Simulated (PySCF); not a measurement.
**Electric field gradients and quadrupole coupling constants**

Compound: C₄H₈O₂Si.
Geometry (PBE0-D3(BJ)/def2-SVP, Å), atoms numbered from 1 in this order:
```xyz
15
C4H8O2Si angstrom
C      2.3408   -1.2701    1.4804
C      1.7101   -0.1151    1.2734
O      0.6083   -0.0111    0.4965
Si    -0.2793    1.3610    0.1145
C     -1.6695    0.8153   -1.0952
C     -1.8038   -0.6094   -1.5430
O     -2.4120    1.7022   -1.4579
H      1.9846   -2.1949    1.0213
H      3.2258   -1.2988    2.1163
H      2.0654    0.8181    1.7330
H     -0.8977    1.9526    1.3365
H      0.5813    2.3801   -0.5548
H     -1.9365   -1.2637   -0.6659
H     -0.8699   -0.9373   -2.0280
H     -2.6529   -0.7139   -2.2328
```

Field gradients from the PBE0/pcSseg-1 density (PySCF, non-relativistic), principal values in atomic units, ordered |Vxx| ≤ |Vyy| ≤ |Vzz|:

```
atom      Vxx      Vyy      Vzz
  O3  -0.6678  -0.9284   1.5962
  O7   0.4393   1.5958  -2.0350
```

Question: Find the asymmetry η = (Vxx − Vyy)/Vzz and the couplings χ = eQV/h (234.96 MHz × Q in barn × V in au), with Q(17O) = −0.0256 b.

Answer: 
```csv
atom,environment,nucleus,η,χzz (MHz),χxx (MHz),χyy (MHz)
O3,silyl ether oxygen,17O,0.16,-9.60,4.02,5.58
O7,carbonyl oxygen,17O,0.57,12.24,-2.64,-9.60
```

Question: What is Vzz at O3 in SI units (1 au = 9.71736 × 10²¹ V/m²)?

Answer: 1.5962 au = 15.511 × 10²¹ V/m².

Question: And the gradient at the other heavy atoms, for which no coupling is worked out here?

Answer: 
```json
{"atom": "C1", "environment": "terminal =CH2 carbon", "Vzz (au)": "0.175", "η": "0.46"}
{"atom": "C2", "environment": "vinylic carbon bearing oxygen", "Vzz (au)": "-0.385", "η": "0.28"}
{"atom": "Si4", "environment": "oxygen-bound silicon", "Vzz (au)": "0.638", "η": "0.13"}
{"atom": "C5", "environment": "carbonyl carbon", "Vzz (au)": "0.580", "η": "0.08"}
{"atom": "C6", "environment": "methyl carbon next to a carbonyl", "Vzz (au)": "-0.059", "η": "0.56"}
```

Question: What couplings would deuterons (Q(2H) = 0.00286 b) have in place of the hydrogens, at this geometry?

Answer: 
```tsv
atom	bonded to	bond length (Å)	Vzz (au)	η	χzz (kHz)
H8	C1	1.092	0.3111	0.07	209
H9	C1	1.090	0.3137	0.08	211
H10	C2	1.099	0.2864	0.13	192
H11	Si4	1.492	0.1377	0.03	93
H12	Si4	1.492	0.1373	0.04	92
H13	C6	1.102	0.2873	0.04	193
H14	C6	1.102	0.2874	0.04	193
H15	C6	1.099	0.2915	0.01	196
```

Geometry: PBE0-D3(BJ)/def2-SVP, one conformer, isolated molecule. The small basis limits the accuracy of the gradients.
